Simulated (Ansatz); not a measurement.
C$_{3}$F$_{6}$, SMILES `FC(F)=C(F)C(F)(F)F`: measurement beside calculation (Ansatz, PBE0-D4/def2-TZVP geometry).

Z-matrix (Å, degrees):
```
C
F 1 1.328
C 1 1.496 2 111.9
F 1 1.336 2 108.3 3 122.1
F 1 1.336 2 108.3 3 -122.1
F 3 1.331 1 113.4 2 -180.0
C 3 1.326 1 127.4 2 0.0
F 7 1.303 3 122.4 1 180.0
F 7 1.301 3 125.6 1 -0.0
```

Measured: 1795 cm⁻¹ (C=C stretch, variable-temperature gas-phase IR); 1396 cm⁻¹ (asymmetric C-F stretch in CF3 group, variable-temperature gas-phase IR). Source: New Volatile Perfluorinated Amidine–Carboxylate Copper(II) Complexes as Promising Precursors in CVD and FEBID Methods, 2021 (pmc:8230148).

Harmonic PBE0-D4 wavenumbers (cm⁻¹, unscaled): 38, 128, 177, 250, 258, 366, 374, 470, 518, 582, 609, 667, 682, 782, 1061, 1189, 1235, 1246, 1365, 1421, 1860. Fundamentals include anharmonicity and usually lie a few per cent under these; harmonic values from spectra compare directly.
